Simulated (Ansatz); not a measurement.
Steps of a relaxation of `[SH][Al]([Cl])[Cl]` with RKS PBE0-D4/def2-TZVP.

```sh
$ ansatz run in.yaml --threads 4 --pin off --events-out ev --progress --plain --max-ram 10444MiB
```

```yaml
crystal:
  periodic: [false, false, false]
  atoms:
    - {symbol: S, position_ang: [-0.045803, 1.706929, 0.215549]}
    - {symbol: Al, position_ang: [0.280324, -0.445455, 0.145000]}
    - {symbol: Cl, position_ang: [1.852593, -1.260082, 1.272146]}
    - {symbol: Cl, position_ang: [-0.936153, -1.698192, -1.029086]}
    - {symbol: H, position_ang: [-1.101160, 1.623100, -0.644909]}
basis:
  gaussian: {orbitals: def2-TZVP}
hamiltonian: {xc: pbe0, dispersion: d4}
relax: {f_tol: 0.005, max_steps: 150}
```

Positions (Å) and forces (eV/Å) along the path, 5 of 5 steps:

```xyz
5
step=1 energy=-42485.5155 eV
S    -0.046    1.707    0.216   -0.321   -0.345   -0.308
Al    0.280   -0.445    0.145    0.022   -0.074   -0.009
Cl    1.853   -1.260    1.272   -0.307    0.145   -0.218
Cl   -0.936   -1.698   -1.029    0.244    0.252    0.240
H    -1.101    1.623   -0.645    0.363    0.021    0.295
5
step=2 energy=-42485.5326 eV
S    -0.047    1.695    0.213   -0.138   -0.066   -0.120
Al    0.281   -0.440    0.144    0.008   -0.003    0.002
Cl    1.834   -1.254    1.259   -0.034    0.017   -0.023
Cl   -0.925   -1.679   -1.017    0.026    0.033    0.028
H    -1.093    1.605   -0.640    0.138    0.019    0.114
5
step=3 energy=-42485.5334 eV
S    -0.050    1.690    0.209   -0.002    0.014    0.000
Al    0.282   -0.441    0.144   -0.005    0.000   -0.005
Cl    1.833   -1.254    1.259    0.002    0.002    0.002
Cl   -0.923   -1.677   -1.015   -0.004   -0.007   -0.004
H    -1.092    1.608   -0.638    0.010   -0.008    0.006
5
step=4 energy=-42485.5334 eV
S    -0.049    1.691    0.210    0.001   -0.004    0.000
Al    0.281   -0.441    0.143   -0.001    0.007    0.000
Cl    1.832   -1.252    1.259    0.001   -0.001    0.001
Cl   -0.924   -1.678   -1.016   -0.001   -0.001   -0.001
H    -1.090    1.606   -0.637   -0.001    0.000   -0.001
5
step=5 energy=-42485.5334 eV
S    -0.049    1.691    0.210    0.000    0.001    0.000
Al    0.281   -0.440    0.143    0.000   -0.001    0.000
Cl    1.832   -1.252    1.259    0.000    0.000    0.000
Cl   -0.924   -1.678   -1.016    0.000    0.000    0.000
H    -1.091    1.606   -0.638    0.000    0.000    0.000
```

It took 8.5 s on 4 threads of an Arm Neoverse V2 on a shared host, with 0.39 GiB of host memory at the peak.
